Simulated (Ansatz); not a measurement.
Steps of a relaxation of C2H8AlFSi with RKS PBE0-D4/def2-TZVP.

```sh
$ ansatz run in.yaml --threads 4 --pin off --events-out ev --progress --plain --max-ram 10444MiB
```

```yaml
crystal:
  periodic: [false, false, false]
  atoms:
    - {symbol: C, position_ang: [0.924476, 0.385177, 1.257284]}
    - {symbol: C, position_ang: [0.005509, -0.015940, 0.144521]}
    - {symbol: F, position_ang: [0.704845, -1.344213, -0.569158]}
    - {symbol: Al, position_ang: [-1.025369, -1.718316, 0.213440]}
    - {symbol: Si, position_ang: [-0.209983, 1.177452, -1.312317]}
    - {symbol: H, position_ang: [1.919066, 0.742373, 0.912090]}
    - {symbol: H, position_ang: [0.432449, 1.238456, 1.775707]}
    - {symbol: H, position_ang: [1.065295, -0.412150, 2.015621]}
    - {symbol: H, position_ang: [-0.831760, -2.590958, 1.537124]}
    - {symbol: H, position_ang: [-2.101673, -2.020731, -0.924407]}
    - {symbol: H, position_ang: [-0.939543, 0.494190, -2.430601]}
    - {symbol: H, position_ang: [1.112001, 1.703478, -1.809411]}
    - {symbol: H, position_ang: [-1.034913, 2.326582, -0.794991]}
basis:
  gaussian: {orbitals: def2-TZVP}
hamiltonian: {xc: pbe0, dispersion: d4}
relax: {f_tol: 0.005, max_steps: 150}
```

Positions (Å) and forces (eV/Å) along the path, 8 of 8 steps:

```xyz
13
step=1 energy=-19385.8177 eV
C     0.924    0.385    1.257    0.177    0.098    0.200
C     0.006   -0.016    0.145    0.040   -0.159   -0.115
F     0.705   -1.344   -0.569   -0.338    0.184    0.257
Al   -1.025   -1.718    0.213    0.319    0.184   -0.100
Si   -0.210    1.177   -1.312    0.027    0.010    0.001
H     1.919    0.742    0.912   -0.485   -0.183    0.147
H     0.432    1.238    1.776    0.194   -0.382   -0.259
H     1.065   -0.412    2.016   -0.073    0.359   -0.395
H    -0.832   -2.591    1.537   -0.034    0.092   -0.153
H    -2.102   -2.021   -0.924    0.122    0.031    0.140
H    -0.940    0.494   -2.431    0.155    0.134    0.248
H     1.112    1.703   -1.809   -0.280   -0.113    0.117
H    -1.035    2.327   -0.795    0.177   -0.255   -0.086
13
step=2 energy=-19385.8538 eV
C     0.919    0.386    1.246    0.034    0.056    0.095
C    -0.003   -0.014    0.144    0.088   -0.143   -0.150
F     0.701   -1.333   -0.560   -0.256    0.081    0.160
Al   -1.020   -1.708    0.215    0.229    0.132   -0.080
Si   -0.204    1.172   -1.305   -0.025   -0.039    0.064
H     1.898    0.744    0.897   -0.142   -0.055    0.038
H     0.428    1.227    1.763    0.069   -0.115   -0.064
H     1.066   -0.408    1.989   -0.021    0.108   -0.109
H    -0.834   -2.579    1.526   -0.002    0.012   -0.015
H    -2.088   -2.013   -0.913    0.013    0.002    0.013
H    -0.926    0.492   -2.412    0.039    0.044    0.047
H     1.108    1.693   -1.790   -0.065   -0.032    0.033
H    -1.022    2.306   -0.784    0.041   -0.049   -0.030
13
step=3 energy=-19385.8602 eV
C     0.916    0.386    1.243    0.001    0.001   -0.010
C     0.003   -0.018    0.139   -0.007   -0.078   -0.067
F     0.697   -1.334   -0.554   -0.111    0.059    0.078
Al   -1.014   -1.701    0.213    0.081    0.031   -0.031
Si   -0.208    1.168   -1.301    0.018   -0.017    0.016
H     1.891    0.741    0.896    0.033    0.014   -0.010
H     0.427    1.222    1.756   -0.011    0.016    0.011
H     1.062   -0.404    1.982    0.004   -0.024    0.024
H    -0.831   -2.569    1.525    0.001   -0.009    0.013
H    -2.081   -2.007   -0.912   -0.009   -0.007   -0.011
H    -0.925    0.497   -2.409   -0.011   -0.006   -0.015
H     1.102    1.684   -1.779    0.020    0.016   -0.014
H    -1.020    2.301   -0.782   -0.009    0.005    0.015
13
step=4 energy=-19385.8613 eV
C     0.916    0.385    1.241   -0.002    0.018    0.010
C     0.001   -0.018    0.138    0.010   -0.022   -0.039
F     0.689   -1.331   -0.548   -0.009   -0.006    0.011
Al   -1.014   -1.701    0.214   -0.003   -0.004    0.000
Si   -0.205    1.168   -1.301   -0.011    0.011    0.010
H     1.891    0.742    0.893    0.013    0.002   -0.003
H     0.426    1.221    1.755   -0.001    0.007    0.009
H     1.064   -0.405    1.980    0.002   -0.010    0.008
H    -0.831   -2.569    1.526    0.000    0.001    0.003
H    -2.079   -2.011   -0.913    0.000   -0.003   -0.002
H    -0.924    0.499   -2.411   -0.002   -0.003   -0.008
H     1.104    1.688   -1.781    0.006    0.002   -0.002
H    -1.018    2.298   -0.778   -0.003    0.007    0.003
13
step=5 energy=-19385.8599 eV rejected
C     0.915    0.388    1.242    0.082   -0.121   -0.042
C     0.011   -0.023    0.129   -0.144    0.027    0.014
F     0.688   -1.338   -0.554    0.050    0.040    0.048
Al   -1.014   -1.701    0.212   -0.005    0.021    0.012
Si   -0.207    1.169   -1.301    0.032    0.018   -0.033
H     1.896    0.732    0.897    0.004    0.017    0.016
H     0.433    1.226    1.758   -0.031   -0.015   -0.043
H     1.053   -0.408    1.978    0.014    0.019    0.024
H    -0.834   -2.551    1.536   -0.001   -0.011   -0.002
H    -2.075   -2.026   -0.916    0.006    0.005    0.005
H    -0.924    0.505   -2.416   -0.004    0.001    0.005
H     1.100    1.695   -1.780    0.000    0.010   -0.011
H    -1.021    2.296   -0.771   -0.003   -0.011    0.008
13
step=6 energy=-19385.8615 eV
C     0.917    0.385    1.241   -0.015    0.000   -0.006
C     0.005   -0.021    0.134    0.012   -0.005   -0.013
F     0.692   -1.333   -0.545   -0.005   -0.004    0.000
Al   -1.014   -1.700    0.214   -0.005   -0.006    0.006
Si   -0.206    1.169   -1.301    0.002    0.013    0.001
H     1.896    0.733    0.894    0.003    0.004   -0.002
H     0.430    1.225    1.750    0.002    0.004    0.004
H     1.057   -0.404    1.983    0.004   -0.004    0.007
H    -0.836   -2.563    1.530    0.000    0.001    0.000
H    -2.075   -2.017   -0.916    0.003    0.000   -0.001
H    -0.925    0.503   -2.414    0.001   -0.001    0.002
H     1.101    1.695   -1.783   -0.001   -0.001    0.000
H    -1.021    2.295   -0.772   -0.001   -0.002    0.000
13
step=7 energy=-19385.8615 eV
C     0.917    0.384    1.240   -0.002   -0.008   -0.006
C     0.006   -0.023    0.132    0.000    0.001    0.002
F     0.691   -1.336   -0.544    0.003    0.002    0.000
Al   -1.015   -1.701    0.215   -0.002   -0.002    0.002
Si   -0.206    1.170   -1.301   -0.001   -0.002   -0.002
H     1.896    0.732    0.893    0.001    0.002    0.002
H     0.430    1.226    1.748    0.000    0.000    0.000
H     1.057   -0.404    1.983    0.002    0.002    0.001
H    -0.838   -2.561    1.533   -0.001    0.001    0.000
H    -2.073   -2.020   -0.918    0.000    0.000    0.001
H    -0.925    0.505   -2.414    0.001    0.002   -0.001
H     1.100    1.698   -1.783   -0.002    0.001    0.002
H    -1.022    2.294   -0.768    0.002    0.000    0.000
13
step=8 energy=-19385.8615 eV
C     0.917    0.384    1.239    0.002   -0.002   -0.003
C     0.006   -0.023    0.131   -0.004    0.000    0.001
F     0.692   -1.336   -0.544    0.003   -0.001   -0.001
Al   -1.015   -1.701    0.215   -0.001    0.004    0.003
Si   -0.205    1.170   -1.302    0.001    0.001    0.001
H     1.896    0.733    0.893    0.000    0.000    0.002
H     0.430    1.224    1.747   -0.001   -0.001    0.000
H     1.058   -0.405    1.982   -0.001    0.001   -0.002
H    -0.840   -2.559    1.536    0.000   -0.001   -0.001
H    -2.073   -2.022   -0.917    0.001   -0.001    0.000
H    -0.924    0.507   -2.416    0.000    0.000    0.000
H     1.100    1.700   -1.782    0.000   -0.001    0.000
H    -1.022    2.293   -0.767   -0.001   -0.001    0.000
```

Hardware: 4 threads of an Arm Neoverse V1 on a shared host. Wall time 38 s, peak host memory 0.62 GiB.
